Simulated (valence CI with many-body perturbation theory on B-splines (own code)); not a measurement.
Pt⁴⁶⁺: electric-dipole lines

Level of theory: valence CI with perturbative core correlation (CI+MBPT): four valence electrons over a frozen Dirac-Fock core [Ar] 3d10, radial functions for each j: 11 s, 11 p, 9 d, 7 f, 5 g, 2 h, 1 i, with the one-electron correlation potential Σ1 (screened to all orders), the two-electron term Σ2, the three-electron term Σ3, Breit, model QED; selected single and double excitations, second order for the rest (own B-spline code, finite nucleus).

The last digits are not significant, and no measured levels were compared; by estimate large intervals hold to a few tenths of a per cent, small ones and those within an open d or f shell to about a per cent.

Lines 1 to 50 of 250 in falling wavelength, among levels below 4780.0 × 10³ cm⁻¹, chosen from the strongest by gf and those to the six lowest levels. Wavelengths and rates use the calculated energies. Electric multipoles are in the length gauge, E1 and E2 with the static RPA response of the core. Weak lines are less certain than strong ones. Lines between different terms over intervals too small for the method are left out, as are lines whose strength nearly cancels. The highest levels of a list are the least certain.

Levels are named by their leading jj configuration (3d3/2^4 stands for four electrons in 3d with j = 3/2), which in mixed levels can hold well under half, so a name can repeat and another be missing. Letters in brackets count levels of one name in rising energy.

| λ vac (nm) | Upper | Lower | A (s⁻¹) | S (a.u.) |
| --- | --- | --- | --- | --- |
| 146.5 | (4s^2 4p3/2^2) J=2 | (4s 4p1/2^2 4p3/2) J=1 | 1.14e+05 | 8.82e-04 |
| 67.21 | (4s^2 4p3/2^2) J=0 | (4s 4p1/2^2 4p3/2) J=1 | 1.52e+06 | 2.28e-04 |
| 51.04 | (4s^2 4p3/2^2) J=2 | (4s 4p1/2^2 4p3/2) J=2 | 1.52e+06 | 4.98e-04 |
| 34.01 | (4s^2 4p1/2 4d3/2) J=2 | (4s^2 4p3/2^2) J=2 | 2.22e+06 | 2.16e-04 |
| 21.99 | (4s^2 4p1/2 4d3/2) J=1 | (4s^2 4p3/2^2) J=2 | 3.78e+07 | 5.95e-04 |
| 17.35 | (4s^2 4p1/2 4d5/2) J=2 | (4s^2 4p3/2^2) J=2 | 2.46e+08 | 3.18e-03 |
| 16.94 | (4s^2 4p1/2 4d5/2) J=3 | (4s^2 4p3/2^2) J=2 | 2.01e+08 | 3.37e-03 |
| 14.70 | (4s 4p1/2 4p3/2 4d3/2) J=3 [a] | (4s^2 4p3/2 4d3/2) J=2 | 3.45e+09 | 3.78e-02 |
| 14.65 | (4s^2 4p1/2 4f7/2) J=4 | (4s^2 4p3/2 4d3/2) J=3 | 2.90e+09 | 4.05e-02 |
| 13.66 | (4s 4p1/2 4p3/2 4d5/2) J=4 [a] | (4s^2 4p3/2 4d5/2) J=4 | 3.23e+09 | 3.65e-02 |
| 13.52 | (4s 4p1/2^2 4d3/2) J=2 | (4s^2 4p1/2 4d3/2) J=1 | 9.54e+09 | 5.82e-02 |
| 13.07 | (4s 4p1/2 4p3/2 4d3/2) J=4 | (4s^2 4p3/2 4d3/2) J=3 | 7.79e+09 | 7.73e-02 |
| 12.81 | (4s 4p1/2 4p3/2 4d5/2) J=4 [b] | (4s^2 4p3/2 4d5/2) J=3 | 4.98e+09 | 4.65e-02 |
| 12.75 | (4s 4p1/2 4p3/2^2) J=2 [a] | (4s^2 4p3/2^2) J=2 | 1.94e+09 | 9.94e-03 |
| 12.22 | (4s 4p1/2 4p3/2 4d5/2) J=5 | (4s^2 4p3/2 4d5/2) J=4 | 1.69e+10 | 1.67e-01 |
| 12.22 | (4s 4p1/2 4p3/2 4d3/2) J=2 [b] | (4s^2 4p3/2 4d3/2) J=2 | 1.11e+10 | 4.98e-02 |
| 12.16 | (4s 4p1/2^2 4p3/2) J=2 | (4s^2 4p1/2 4p3/2) J=2 | 1.25e+10 | 5.56e-02 |
| 12.07 | (4s 4p1/2 4p3/2 4d3/2) J=3 [b] | (4s^2 4p3/2 4d3/2) J=3 | 4.41e+09 | 2.68e-02 |
| 11.96 | (4s 4p1/2 4p3/2 4d3/2) J=1 [b] | (4s^2 4p3/2 4d3/2) J=0 | 1.06e+10 | 2.68e-02 |
| 11.90 | (4s 4p1/2 4p3/2 4d5/2) J=4 [c] | (4s^2 4p3/2 4d5/2) J=3 | 1.15e+10 | 8.60e-02 |
| 11.87 | (4s 4p1/2 4p3/2 4d3/2) J=2 [c] | (4s^2 4p3/2 4d3/2) J=1 | 9.06e+09 | 3.74e-02 |
| 11.80 | (4s 4p1/2 4p3/2 4d3/2) J=3 [b] | (4s^2 4p3/2 4d3/2) J=2 | 4.05e+09 | 2.30e-02 |
| 11.80 | (4s 4p1/2^2 4d5/2) J=3 | (4s^2 4p1/2 4d5/2) J=3 | 1.36e+10 | 7.70e-02 |
| 11.76 | (4s 4p1/2 4p3/2^2) J=3 | (4s^2 4p3/2^2) J=2 | 1.60e+10 | 9.02e-02 |
| 11.76 | (4p1/2^2 4p3/2^2) J=2 | (4s 4p1/2 4p3/2^2) J=1 [b] | 8.24e+09 | 3.31e-02 |
| 11.72 | (4s 4p1/2 4p3/2 4d5/2) J=3 [a] | (4s^2 4p3/2 4d5/2) J=2 | 1.28e+10 | 7.14e-02 |
| 11.67 | (4s 4p1/2 4p3/2 4d3/2) J=2 [c] | (4s^2 4p3/2 4d3/2) J=2 | 3.97e+09 | 1.56e-02 |
| 11.64 | (4s 4p1/2^2 4p3/2) J=2 | (4s^2 4p1/2 4p3/2) J=1 | 1.52e+10 | 5.91e-02 |
| 11.62 | (4s 4p1/2 4p3/2 4d3/2) J=1 [c] | (4s^2 4p3/2 4d3/2) J=1 | 1.78e+10 | 4.12e-02 |
| 11.61 | (4s 4p1/2^2 4d5/2) J=3 | (4s^2 4p1/2 4d5/2) J=2 | 1.83e+10 | 9.86e-02 |
| 11.58 | (4p1/2^2 4p3/2^2) J=2 | (4s 4p1/2 4p3/2^2) J=2 [b] | 1.61e+10 | 6.18e-02 |
| 11.50 | (4s 4p1/2^2 4d3/2) J=1 | (4s^2 4p1/2 4d3/2) J=2 | 2.93e+10 | 6.58e-02 |
| 11.46 | (4s 4p1/2 4p3/2 4d5/2) J=1 [c] | (4s^2 4p3/2 4d5/2) J=1 | 1.65e+10 | 3.67e-02 |
| 11.43 | (4s 4p1/2 4p3/2^2) J=1 [a] | (4s^2 4p3/2^2) J=0 | 1.29e+10 | 2.84e-02 |
| 11.34 | (4s 4p1/2 4p3/2 4d5/2) J=2 [c] | (4s^2 4p3/2 4d5/2) J=1 | 2.05e+10 | 7.38e-02 |
| 11.33 | (4p1/2^2 4p3/2^2) J=2 | (4s 4p1/2 4p3/2^2) J=1 [a] | 5.00e+09 | 1.80e-02 |
| 11.28 | (4s 4p1/2 4p3/2 4d5/2) J=1 [a] | (4s^2 4p3/2 4d5/2) J=2 | 1.25e+10 | 2.66e-02 |
| 11.28 | (4s 4p1/2 4p3/2 4d3/2) J=3 [c] | (4s^2 4p3/2 4d3/2) J=3 | 1.34e+10 | 6.65e-02 |
| 11.15 | (4s 4p1/2 4p3/2 4d5/2) J=3 [b] | (4s^2 4p3/2 4d5/2) J=2 | 5.91e+09 | 2.83e-02 |
| 11.11 | (4s 4p1/2^2 4d3/2) J=2 | (4s^2 4p1/2 4d3/2) J=2 | 2.07e+10 | 7.01e-02 |
| 11.04 | (4s 4p1/2 4p3/2 4d3/2) J=3 [c] | (4s^2 4p3/2 4d3/2) J=2 | 3.49e+09 | 1.62e-02 |
| 11.04 | (4s 4p1/2 4p3/2 4d5/2) J=2 [b] | (4s^2 4p3/2 4d5/2) J=2 | 1.74e+10 | 5.78e-02 |
| 11.02 | (4s 4p1/2 4p3/2^2) J=1 [b] | (4s^2 4p3/2^2) J=0 | 7.91e+09 | 1.57e-02 |
| 11.00 | (4p1/2^2 4p3/2^2) J=0 | (4s 4p1/2 4p3/2^2) J=1 [b] | 3.43e+10 | 2.25e-02 |
| 10.97 | (4s 4p1/2^2 4d5/2) J=2 | (4s^2 4p1/2 4d5/2) J=3 | 3.37e+10 | 1.10e-01 |
| 10.90 | (4s 4p1/2 4p3/2 4d5/2) J=3 [d] | (4s^2 4p3/2 4d5/2) J=3 | 2.00e+10 | 8.97e-02 |
| 10.82 | (4s 4p1/2 4p3/2 4d5/2) J=3 [b] | (4s^2 4p3/2 4d5/2) J=4 | 7.09e+09 | 3.11e-02 |
| 10.80 | (4s 4p1/2^2 4d5/2) J=2 | (4s^2 4p1/2 4d5/2) J=2 | 9.49e+09 | 2.95e-02 |
| 10.66 | (4s 4p1/2 4p3/2 4d5/2) J=2 [d] | (4s^2 4p3/2 4d5/2) J=3 | 2.62e+10 | 7.83e-02 |
| 10.65 | (4s 4p1/2 4p3/2 4d5/2) J=4 [b] | (4s^2 4p3/2 4d5/2) J=4 | 1.18e+10 | 6.35e-02 |
